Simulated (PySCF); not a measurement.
Compound: C8H11 (doublet state).
Cartesian coordinates in Å at the GFN2-xTB level; atoms count from 1:
```xyz
19
C8H11 angstrom
C     -0.3441    2.2112    0.3793
C     -0.3657    0.8800    0.0555
C      0.7536    0.0843   -0.1584
C      2.1649    0.5501   -0.0604
C      0.5627   -1.3602   -0.5147
C     -0.6108   -1.9414    0.2180
C     -1.6842   -1.1974    0.4183
C     -1.7164    0.2077   -0.0970
H     -1.2573    2.7564    0.5344
H      0.5675    2.7692    0.4824
H      2.6668    0.4350   -1.0240
H      2.7154   -0.0566    0.6615
H      2.2358    1.5894    0.2410
H      1.4721   -1.9266   -0.3056
H      0.3724   -1.4423   -1.5956
H     -0.5355   -2.9594    0.5681
H     -2.5515   -1.5666    0.9445
H     -1.9694    0.1867   -1.1648
H     -2.4861    0.7898    0.4102
```

The hyperfine couplings belong to this conformer and change with its torsions.

Identity: `[CH2]C1=C(C)CC=CC1` [radical].

Computed with UKS B3LYP, pcH-1 on C H, non-relativistic, mean-field spin-orbit, GIAO in PySCF 2.14.0. One conformer (not necessarily the lowest) at the GFN2-xTB geometry, without solvent, vibrations or thermal averaging. GFN2-xTB frequencies show an imaginary mode (52i cm⁻¹), so this geometry is no minimum at that level. The geometry wasn't refined by DFT: couplings that depend on bond lengths, twists or pyramidal angles can differ widely from those at the functional's own minimum. No stability test was run, so a lower SCF solution isn't excluded. ⟨S²⟩ is 0.775 where a pure state has 0.75.

Principal values of hyperfine tensors in MHz (contact and dipolar terms together), for some of the nuclei:

| atom | isotope | A1 | A2 | A3 |
| --- | --- | --- | --- | --- |
| H15 | 1H | 72.76 | 74.03 | 82.74 |
| H11 | 1H | 60.52 | 61.48 | 69.85 |
| C3 | 13C | 6.97 | 8.54 | 168.02 |
| H12 | 1H | 52.37 | 53.10 | 61.76 |
| C1 | 13C | 2.32 | 4.13 | 146.89 |
| C2 | 13C | -75.65 | -37.69 | -31.81 |
| H9 | 1H | -63.50 | -39.48 | -15.62 |
| H10 | 1H | -58.30 | -38.66 | -15.70 |

(1) Give the isotropic coupling of each nucleus in MHz and in mT (g = 2.0026), and the anisotropic part.

(2) What spin density at the nucleus of C2 lies behind its contact coupling (g_N = 1.40482)?

(3) C4 (13C, g_N = 1.40482) isn't in the table. Its spin density at the nucleus is -0.01924 bohr⁻³. What is its contact coupling?

(4) Which nucleus of the table has the largest anisotropic coupling, and what is its form?

(5) What first-order splitting does C3 cause when the field lies along A1, A2 or A3 of its tensor (g taken as isotropic, no quadrupole term)?

## Answers

(1) a_iso = (A1 + A2 + A3)/3, Ti = Ai − a_iso; 1 mT corresponds to 28.029 MHz.

```csv
atom,a_iso (MHz),a_iso (mT),T1,T2,T3
H15,76.51,2.730,-3.75,-2.48,6.23
H11,63.95,2.282,-3.43,-2.47,5.90
C3,61.18,2.183,-54.21,-52.63,106.84
H12,55.74,1.989,-3.38,-2.64,6.02
C1,51.11,1.824,-48.79,-46.98,95.78
C2,-48.38,-1.726,-27.27,10.70,16.57
H9,-39.53,-1.410,-23.97,0.05,23.91
H10,-37.55,-1.340,-20.75,-1.10,21.85
```

(2) a_FC = 800.24 MHz bohr³ × g_N × ρ(0)/(2S). With a_FC = -48.38 MHz and 2S = 1, ρ(0) = -0.04304 bohr⁻³.

(3) By the same relation, a_FC = -21.6 MHz. Its full tensor has the principal values -22.69, -21.62, -20.56 MHz.

(4) C3: -54.2, -52.6, 106.8 MHz, axial, in the ratio −1:−1:+2, the form that spin in one p orbital centred on that nucleus gives.

(5) 2 lines (I = 1/2), spaced by |A_i|/(g × 13.996): 0.25, 0.30, 5.99 mT along the axes of A1, A2 and A3.

The run took 96 s wall (grids of density and orbitals included) on Arm Neoverse V1, one thread (shared host), and the process peaked at 1.1 GiB of memory.
